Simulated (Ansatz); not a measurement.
The same path of BrH + Cl4F2Mo (9 atoms, charge 0, multiplicity 1) was run twice with different band settings. Lost on the way: Mo1–Cl2, Br8–H9. Made: Mo1–Br8, Cl2–H9.

These are results of RKS PBE/def2-SVP in Ansatz 0.2.0, not measurements.

Relaxed end points:

```xyz
9
Properties=species:S:1:pos:R:3
Mo 0.147 -0.208 -0.133
Cl 0.065 -0.128 2.192
F 2.009 -0.172 -0.046
Cl 0.145 2.094 -0.230
Cl -2.142 -0.266 -0.271
Cl 0.266 -2.514 -0.087
F 0.278 -0.259 -1.989
Br -2.688 2.580 2.027
H -1.733 1.608 2.504
```

```xyz
9
Properties=species:S:1:pos:R:3
Mo -0.609 0.331 -0.396
Cl 0.131 -0.046 3.826
F 0.818 0.703 0.791
Cl -0.242 2.394 -1.370
Cl -2.265 -0.155 -1.904
Cl -0.773 -1.758 0.570
F 0.678 -0.374 -1.552
Br -2.158 1.283 1.239
H 0.766 0.356 2.762
```

Common settings: movable images 9; climbing image yes; spring 5.0 eV/Å²; optimiser quadratic models (default); start path through a guess of the saddle point; force threshold 0.03 eV/Å; end points relaxed.

| run | iteration limit |
| --- | --- |
| 1 | 52 |
| 2 | 6 |

Q: What does each run give, and how far can it be trusted?

A: Run 1: converged after 37 iterations, highest image 0.924 eV above the first end. A vibrational analysis at the climbing image gives one clearly imaginary mode, 99i cm⁻¹: a first-order saddle point.
Run 2: not converged after 6 iterations, highest image 1.703 eV above the first end. The band didn't meet its force threshold, so its energies are provisional: the largest band force was still 1.51 eV/Å, and over the last iterations the top moved between 1.70 and 2.64 eV.
The orbitals stay closed-shell, which can raise the energy where a bond breaks towards radicals; this wasn't checked here.
